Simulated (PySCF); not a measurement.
# One molecule, several mistakes: BGeH5N anion

All numbers below are calculated, not measured. They come from PySCF 2.14.0, an open-source quantum chemistry program, on an isolated molecule that a program drew, which may never have been made. The molecule is BGeH5N anion (charge -1, singlet), drawn as the SMILES string `[BH2][GeH-][NH2]`.

Each row is a Hartree-Fock (HF) and frozen-core CCSD(T) single point in the aug-cc-pVDZ basis, meant for a local HF minimum. Run 1 is clean. Each other run has one planted mistake out of seven kinds, and not every kind appears here: one electron removed, one electron added, multiplicity raised by two, geometry at a saddle point, minimal basis STO-3G, one bond length entered in bohr, all coordinates scaled. The reference is restricted for singlets and unrestricted otherwise, and also for a bond in bohr. Adding or removing an electron swaps singlet and doublet. Electrons count all cores. HOMO and LUMO are orbital energies over both spins, the gradient is its largest component, and the lowest frequency (negative if imaginary) is given only where the gradient is small. Bond lengths are over the 7 bonds as drawn. T1 is the CCSD diagnostic: over 0.02 (restricted) or 0.045 (unrestricted) a single reference is doubtful. Germanium has the aug-cc-pVDZ-PP basis, with a core potential (ECP10MDF) in place of its 10 inner electrons, and its 3s, 3p and 3d shells are frozen in CCSD(T).

Geometry of the clean run:
```xyz
8
BGeH5N anion, angstrom
B    -0.4798    1.3281    0.7149
Ge   -0.3675   -0.6414    1.0073
N    -1.8652   -1.7112    0.4079
H    -1.5365    1.9244    0.7664
H     0.5218    2.0056    0.8160
H     0.8370   -1.3453    0.3036
H    -2.2909   -1.3340   -0.4202
H    -2.5818   -1.7237    1.1106
```

```
run  electrons  basis functions  <S^2>  HOMO (eV)  LUMO (eV)  gradient (hartree/bohr)  lowest frequency (cm^-1)  mean bond (Å)  longest bond (Å)      T1  HF (hartree)  CCSD(T) (hartree)                     mistake
  1         50              123  0.000      -1.60       3.75                  9.6e-06                        99         1.4184             1.994  0.0249    -375.39813         -375.85651                    no fault
  2         50              123  0.000      -0.84       3.69                  1.3e-05                      -552         1.3914             1.916  0.0185    -375.39026         -375.84943  geometry at a saddle point
  3         49              123  0.777      -9.04      -0.02                  3.4e-02                         -         1.4184             1.994  0.0209    -375.37572         -375.78835                           ?
  4         50              123  0.892      -1.08       3.55                  2.4e-02                         -         1.6719             3.769  0.0584    -375.31278         -375.74243                           ?
```

**Which mistake was planted in run 3, and what did it cost?**

It counts 49 electrons, one fewer than the clean run, at the same geometry and basis. So the mistake is: one electron removed. Subtracting run 1 and multiplying by 627.51 kcal/mol a hartree, the energy moved by 14.1 kcal/mol in HF and 42.8 kcal/mol in CCSD(T).

**Which mistake was planted in run 4, and what did it cost?**

The mean bond changes by a factor of 1.179 and the longest by 1.890, so the molecule wasn't scaled as a whole. A length L in bohr read as angstrom grows by (1/0.5292 - 1) L = 0.890 L. The 7 bonds together grew by 7 x 0.2535 = 1.774 Å, which gives L = 1.994 Å. That is bond B1-Ge2, 1.994 Å in the clean geometry. So the mistake is: one bond length entered in bohr. Subtracting run 1 and multiplying by 627.51 kcal/mol a hartree, the energy moved by 53.6 kcal/mol in HF and 71.6 kcal/mol in CCSD(T).

Cautions from the logs. Run 1: T1 is over the limit, so its CCSD(T) energy is less reliable; run 4: T1 is over the limit, so its CCSD(T) energy is less reliable.
